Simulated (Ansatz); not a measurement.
C₃H₈BClOS, SMILES `CC(C)OB(S)Cl` from Hartree–Fock to CCSD(T)

Cartesian coordinates in Å:
```
C -1.639 -0.132 0.222
C -0.175 -0.054 0.592
C 0.257 -1.149 1.538
O 0.614 -0.186 -0.598
B 1.026 0.818 -1.378
S 1.980 0.371 -2.850
Cl 0.672 2.520 -1.009
H -1.857 -1.086 -0.263
H -2.259 -0.048 1.117
H -1.911 0.676 -0.459
H 0.038 0.924 1.037
H 0.069 -2.130 1.095
H 1.321 -1.070 1.763
H -0.301 -1.079 2.474
H 2.164 1.627 -3.280
```

Total charge 0; spin multiplicity 1. Geometry: relaxed with PBE0-D4/def2-TZVP. It is one conformer, not always the lowest. Frozen core, restricted reference, Ansatz. CBS rows extrapolate triple and quadruple zeta; past MP2 they add the triple-zeta difference.

```
     basis      HF (Eh)  MP2 corr.  CCSD corr.       (T)  CCSD(T) total
def2-TZVPP  -1075.08233   -1.22117    -1.28861  -0.05484    -1076.42578
def2-QZVPP  -1075.11616   -1.31452           –         –              –
 CBS(def2)  -1075.12082   -1.38367    -1.45111     as TZ    -1076.62677
```
